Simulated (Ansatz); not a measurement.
C₂H₉InN₂O (`C[N](C)[In]([NH2])[OH]`). Total charge 0; spin multiplicity 1. In: def2 effective core potential.

```csv
atom,x (Å),y (Å),z (Å)
C1,-0.224,1.114,-1.565
N2,-0.035,0.015,-0.659
C3,0.452,-1.172,-1.309
In4,-0.193,0.187,1.337
N5,0.070,-1.327,2.642
O6,-0.882,1.896,2.085
H7,-0.953,0.866,-2.353
H8,0.710,1.404,-2.073
H9,-0.600,1.998,-1.044
H10,0.560,-1.997,-0.600
H11,-0.240,-1.510,-2.097
H12,1.431,-1.016,-1.789
H13,0.809,-1.977,2.415
H14,0.197,-1.025,3.599
H15,-1.101,2.544,1.413
```

Question: List the harmonic frequencies (cm⁻¹, unscaled) at PBE0-D4/def2-TZVP in Ansatz. (Estimate.)

Answer: Computed: 53, 63, 78, 119, 123, 206, 227, 233, 237, 263, 295, 470, 525, 592, 618, 778, 816, 1010, 1092, 1118, 1151, 1246, 1290, 1441, 1462, 1465, 1469, 1500, 1516, 1558, 2955, 2961, 2987, 2998, 3094, 3097, 3557, 3656, 3899.

Question: Is this a minimum?

Answer: Yes, all 39 modes are real.

Question: Give the ideal-gas thermochemistry at 298.15 K and 1 bar (rigid rotor, harmonic oscillator; point group C1, symmetry number 1).

Answer: Zero-point energy 312.3 kJ/mol; H(298) − E = 342.9 kJ/mol; entropy 431.2 J/(mol·K), of which translation 174.4, rotation 118.8, vibration 138.0; G(298) − E = 214.4 kJ/mol. Modes under 100 cm⁻¹ are hindered rotations or soft bends, so the harmonic entropy is rough.

Question: Rotational constants (cm⁻¹)?

Answer: 0.1088, 0.05413, 0.03671.
